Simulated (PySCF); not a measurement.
[Pr(H2O)]3+ at several levels of theory

Computed with PySCF 2.14.0 (density fitting, no spin-orbit coupling) at the geometry relaxed with PBE0:

```xyz
4
[Pr(H2O)]3+ (singlet in the valence; each metal's 4f electrons, 2 of them, lie in its core potential, out of spins and levels)
Pr    0.0000    0.0000   -0.1250
O     0.0000    0.0000    2.1587
H     0.7773    0.0000    2.7861
H    -0.7773    0.0000    2.7861
```

```tsv
level	basis	state	HOMO (eV)	gap (eV)	charge on Pr1 (e)	population of f-type functions on Pr1 (polarisation alone where 4f lies in the core)	dipole about the centre of mass (D)	largest force component (eV/Å)
PBE0	Pr lcecp-1-SVP with ECP48, O def2-SVP, H def2-SVP	singlet	-27.48	7.33	2.59	0.03	2.57	0.00
M06-L	the same	singlet	-26.00	5.50	2.62	0.02	2.48	0.30
PBE0	Pr lcecp-1-TZVP with ECP48, O def2-TZVP, H def2-TZVP	singlet	-27.48	7.37	2.66	0.03	2.63	0.27
```

In the lcecp rows the 4f levels are missing from HOMO and gap, and the state counts the valence alone.

Charges are Mulliken's, which hang on the basis. The relaxation used the grid (50, 194), these runs (75, 302) or, all-electron (x2c bases, spin-free X2C Hamiltonian), (99, 590).

Problem. What does CAM-B3LYP with Pr lcecp-1-SVP with ECP48, O def2-SVP, H def2-SVP give here?

Solution. state singlet, HOMO (eV) -28.92, gap (eV) 9.88, charge on Pr1 (e) 2.59, population of f-type functions on Pr1 (polarisation alone where 4f lies in the core) 0.03, dipole about the centre of mass (D) 2.48, largest force component (eV/Å) 0.10. Time: 1.6 s on 2 threads of Arm Neoverse V2, with other jobs on the host, from an already converged density.

In the first row's basis the gap widens with exact exchange: 5.5 eV for M06-L (none); 7.3 eV for PBE0 (a fixed share); 9.9 eV for CAM-B3LYP (rising or full at long range).

An lcecp potential fixes the number of 4f electrons, so in runs with it no electron can move into or out of that shell.
